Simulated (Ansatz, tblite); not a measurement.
Removing and adding an electron: LaCl₃. Charge 0, multiplicity 1. Geometry: PBE-D4/def2-SVP. Ansatz, gas phase; energy differences of separate SCF runs; the oxidised species was run as a doublet alone; the reduced species was run as a doublet alone.

Cartesian coordinates in Å:
```
La 0.2354 0.1907 0.3092
Cl 1.7138 0.4996 -1.8156
Cl -1.9764 1.5701 0.3346
Cl 0.0271 -2.2604 1.1718
```

In the def2 sets La takes a core potential; there is no spin–orbit coupling. The xTB rows come from tblite. HOMO above LUMO, or a gap near zero within one spin, warns that the state may not be the lowest or that an electron is smeared out.

| level | −HOMO (eV) | vertical IE (eV) | −LUMO (eV) | vertical EA (eV) | HOMO–LUMO gap (eV) | IE − EA (eV) | remarks |
| --- | --- | --- | --- | --- | --- | --- | --- |
| GFN1-xTB | 13.11 | 15.13 | 11.52 | 8.62 | 1.59 | 6.51 | – |
| GFN2-xTB | 12.06 | 14.48 | 10.82 | 8.35 | 1.24 | 6.14 | – |
| PBE-D4/def2-TZVP | 7.51 | 10.11 | 3.45 | – | 4.06 | – | gap within one spin near zero (+1 doublet) |
| r2SCAN-D4/def2-TZVP | 7.86 | 10.38 | 3.08 | – | 4.79 | – | gap within one spin near zero (+1 doublet) |

(1) Estimate the rows for PBE-D4/def2-TZVPD, r2SCAN-D4/def2-TZVPD, PBE0-D4/def2-TZVP, PBE0-D4/def2-TZVPD.

Results:

(1) 
```csv
level,−HOMO (eV),vertical IE (eV),−LUMO (eV),vertical EA (eV),HOMO–LUMO gap (eV),IE − EA (eV),remarks
PBE-D4/def2-TZVPD,7.55,–,3.46,1.47,4.08,–,HOMO above zero (-1 doublet)
r2SCAN-D4/def2-TZVPD,7.88,–,3.06,1.49,4.82,–,HOMO above zero (-1 doublet)
PBE0-D4/def2-TZVP,8.88,10.70,2.80,–,6.08,–,–
PBE0-D4/def2-TZVPD,8.90,–,2.79,1.49,6.11,–,–
```

   A HOMO above zero means that the electron is unbound at that level or that self-interaction error raises the level; the energy of removing that electron tells which. Raw xTB energy differences between charge states are shifted by several eV; the methods need an empirical correction for them.
